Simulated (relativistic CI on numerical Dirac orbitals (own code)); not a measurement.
Computed by Dirac-Coulomb-Breit CI, separate exchange-only KLI orbitals for each configuration, a model potential for QED, unscaled Slater integrals (own radial code, finite nucleus).

The strongest absorption lines from the ground level of an ion, among the configurations computed and to levels below about 2380 eV (vacuum wavelength in nm, gf): 0.54162 (0.13), 1.8288 (1.4), 1.8393 (0.38), 1.9684 (0.38), 2.5964 (0.021), 3.0876 (0.39), 3.1417 (1.1), 3.2067 (0.57).

(1) Which ion is it?
A. Tb XLVII
B. Re LVII
C. Yb LII
D. Re LIX

Results:

(1) B. Re LVII has 19 electrons and the ground level 3s2.3p6.3d 2D_3/2; the strongest line goes to 3s2.3p5.3d2 2D°_3/2. The pattern of lines fixes the number of electrons, and along that sequence the line energies rise steadily with the charge (about as its square where n changes within one kind of shell, about linearly where n is kept but much faster in heavy ions where fine structure, which grows about as Z⁴, sets the gap, and irregularly where shells cross), which fixes Z. Configurations outside the model, such as inner-shell arrays, can give stronger lines. At this charge energies of transitions that change n are usually good to better than 1 %, and those within a shell (Δn = 0) to a few per cent.

LS names give the leading component of a level, which can be under half, so a name can repeat, a term be missing and a line seem to break the LS rules.
